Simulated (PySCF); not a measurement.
C2H9BGe, SMILES C[B](C)[GeH3]. Coordinates come from a PBE-D3(BJ)/def2-SVP optimisation.

### Question
Give the equilibrium geometry at PBE-D3(BJ)/def2-SVP (PySCF confirms it by a frequency run) as bond lengths and angles. (Estimate from the structure and the level; the computed values follow.)

### Answer

Atoms: B1 Ge2 H3 H4 H5 C6 H7 H8 H9 C10 H11 H12 H13. Bonded distances (Å): B1–Ge2 2.088, B1–C6 1.568, B1–C10 1.567, Ge2–H3 1.558, Ge2–H4 1.557, Ge2–H5 1.561, C6–H7 1.119, C6–H8 1.110, C6–H9 1.108, C10–H11 1.110, C10–H12 1.108, C10–H13 1.119. Angles (°): Ge2–B1–C6 118.5, Ge2–B1–C10 119.8, C6–B1–C10 121.7, B1–Ge2–H3 112.7, B1–Ge2–H4 114.8, B1–Ge2–H5 109.9, H3–Ge2–H4 107.2, H3–Ge2–H5 105.4, H4–Ge2–H5 106.3, B1–C6–H7 103.6, B1–C6–H8 114.5, B1–C6–H9 116.1, H7–C6–H8 105.9, H7–C6–H9 105.4, H8–C6–H9 110.2, B1–C10–H11 114.8, B1–C10–H12 115.3, B1–C10–H13 104.1, H11–C10–H12 110.2, H11–C10–H13 106.2, H12–C10–H13 105.1.
Charge 0, spin multiplicity 1.
